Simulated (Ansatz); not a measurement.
`O[SiH2][SiH]1CO1` + `[F][GeH2][F]` → `F[SiH]1CO1` + `O[SiH2][GeH2][F]`  (redistribution)

Program: Ansatz. Geometries: PBE0-D4/def2-TZVP. ΔE: electronic, gas phase. CCSD(T)/CBS is the MP2 limit (def2-TZVPP, def2-QZVPP) plus CCSD(T) − MP2 in def2-TZVPP, frozen cores. Functionals use def2-TZVPP. For Ge outer-core shells are correlated without core-valence functions, which leaves a few kJ/mol of doubt a bond. Scalar relativity is left out up to krypton. Each species was taken in one conformer, which may not be the lowest.

Problem. Is it downhill or uphill in electronic energy at CCSD(T)/CBS, and by how much? (Best estimate.)

Solution. Ansatz gave: Downhill: ΔE = -86.1 kJ/mol.

Problem. What do these levels give: PBE-D4, ωB97M-V, PBE0, CCSD/def2-TZVPP, CCSD(T)/def2-TZVPP, HF/CBS(def2)? (Best estimate.)

Solution. Ansatz gave: PBE-D4 -72.8, ωB97M-V -86.1, PBE0 -78.8, CCSD/def2-TZVPP -83.0, CCSD(T)/def2-TZVPP -79.7, HF/CBS(def2) -87.4 kJ/mol.

Largest T1 diagnostic among the species: 0.014.

In def2-TZVPP, CCSD(T) changes the Hartree–Fock value by +8.2 kJ/mol (the triples alone add +3.3 kJ/mol) and MP2 by +6.8 kJ/mol. From PBE to PBE0 (25 % exact exchange), in def2-TZVPP and without D4, ΔE moves by −4.2 kJ/mol.
